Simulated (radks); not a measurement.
The numbers below are computed, except where a source is named.
Problem. Coherent X-ray form factor from a spherical all-electron density. Code: a radial shooting solver on a logarithmic mesh with Libxc functionals. Model: scalar-relativistic Kohn-Sham, PBEsol, spin-polarised, spherical densities, finite nucleus; Fermi nuclear charge, rms radius of each element as measured or else 0.836 A^(1/3) + 0.57 fm.

| sin(theta)/lambda (1/angstrom) | f0 (electrons) |
|---|---|
| 0.05 | 7.788 |
| 0.1 | 7.216 |
| 0.15 | 6.431 |
| 0.2 | 5.583 |
| 0.25 | 4.777 |
| 0.3 | 4.071 |
| 0.4 | 3.008 |
| 0.5 | 2.347 |
| 0.6 | 1.955 |
| 0.8 | 1.571 |
| 1 | 1.375 |
| 1.25 | 1.178 |
| 1.5 | 0.991 |
| 2 | 0.669 |

The species is in the configuration that NIST lists as its ground one. Which atom or ion scatters so?

Solution. Neutral oxygen, [He] 2s2 2p(up 2.25, down 1.75). Extrapolating in s^2 from the first two rows gives f0(0) = 8.0, near the electron count 8; among species with that count, the fall with angle is slower the higher Z, and the table is that of Z = 8; from so few rows the species is fixed only to a neighbour or two.
